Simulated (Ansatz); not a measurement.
Input file for Ansatz (a quantum-chemistry and plane-wave program): R-PBE0/def2-TZVPP on Cl2 (SMILES ClCl).

Ansatz 0.2 input:
```yaml
crystal:
  periodic: [false, false, false]
  atoms:
    - {symbol: Cl, position_ang: [0.00000000, 0.00000000, 1.00675153]}
    - {symbol: Cl, position_ang: [-0.00000000, -0.00000000, -1.00675153]}
basis:
  gaussian:
    orbitals: def2-TZVPP
hamiltonian:
  xc: {name: PBE0}
scf: {lower_state_search: off}
```

Output:

```
WARN ansatz: RAYON_NUM_THREADS=4 ignored (pool sized by the plan → 4); use --threads N
Functional definition: PBE0
these checks for a lower state are left out or cut short: stability, starts, cluster_reference, orbital_swaps, neighbouring_geometries, increment
integrals: 0.02 GiB planned
650 factors; their error is unknown
mean field: 0.23 GiB planned
mean field evaluation 1: about -25036.7245 eV, gradient 8.7e0 eV
mean field evaluation 2: about -25036.7970 eV, gradient 5.2e0 eV
mean field evaluation 4: about -25036.8370 eV, gradient 2.4e-1 eV
mean field evaluation 8: about -25036.9018 eV, gradient 1.1e-3 eV
mean field -25036.90183270 eV, -920.0891717300 hartree, gradient 2.5e-6 eV, S^2 0.000000; 0 other end points of the search recorded, 0 dependent functions left out
reference -25036.90185190 eV, -920.0891724359 hartree; 17, 17 occupied and 67, 67 virtual orbitals, 650 factors
Total energy: -25036.90185190 eV, -920.0891724359 hartree
Checks for a lower state left out: stability, starts, cluster_reference, orbital_swaps, neighbouring_geometries, increment
```

The calculation finished and met its thresholds.

Cost: around 0.8 core-seconds (rough).
